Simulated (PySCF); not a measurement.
Isomers of C8H4ClF3O, one GFN2-xTB conformer each. Single-point energies are computed at PBE0/pcSseg-1 (PySCF, gas phase, no added dispersion term), electronic only.

Task: Rank them by PBE0/pcSseg-1 energy, lowest first (kcal/mol).
A. `[OH:1][c:2]1[cH:3][cH:4][c:5]([C:6]([F:7])=[C:8]([F:9])[F:10])[c:11]([Cl:12])[cH:13]1` with H–O1–C2–C3 0°, C4–C5–C6–F7 -43°
B. `[O:1]=[C:2]([Cl:3])[c:4]1[cH:5][cH:6][cH:7][cH:8][c:9]1[C:10]([F:11])([F:12])[F:13]` with O1–C2–C4–C5 -135°
C. `[O:1]=[C:2]([Cl:3])[c:4]1[cH:5][cH:6][c:7]([C:8]([F:9])([F:10])[F:11])[cH:12][cH:13]1` with O1–C2–C4–C5 0° (4-(trifluoromethyl)benzoyl chloride)

Result: C (0.0), B (7.2), A (45.3).

As drawn, the lowest has a C=O bond, which the highest lacks; the highest has an O–H bond and a C=C bond outside aromatic rings, which the lowest lacks. GFN2-xTB itself gives, in the same order: 0.0, 3.4, 19.7. Both levels put the same isomer lowest; measured from each level's own lowest isomer, the values differ by up to 25.6 kcal/mol (Oc1ccc(C(F)=C(F)F)c(Cl)c1: 19.7 against 45.3).

Task: Which frontier levels, dipoles and rotational constants go with these structures?

Result: 
| SMILES | HOMO (eV, PBE0/pcSseg-1) | LUMO (eV) | dipole (D) | A, B, C (MHz) |
| --- | --- | --- | --- | --- |
| O=C(Cl)c1ccc(C(F)(F)F)cc1 | -8.57 | -2.76 | 1.09 | 1990, 305.0, 277.2 |
| O=C(Cl)c1ccccc1C(F)(F)F | -8.39 | -2.38 | 5.25 | 888.3, 687.2, 438.8 |
| Oc1ccc(C(F)=C(F)F)c(Cl)c1 | -6.73 | -1.05 | 3.94 | 1243, 463.0, 370.0 |

Task: As an exercise, what shares would exp(−E/RT) give at 2000 K from these electronic energies alone (no entropy, no degeneracies)?

Result: RT = 3.974 kcal/mol: O=C(Cl)c1ccc(C(F)(F)F)cc1 85.8 %, O=C(Cl)c1ccccc1C(F)(F)F 14.2 %, Oc1ccc(C(F)=C(F)F)c(Cl)c1 under 0.1 %.
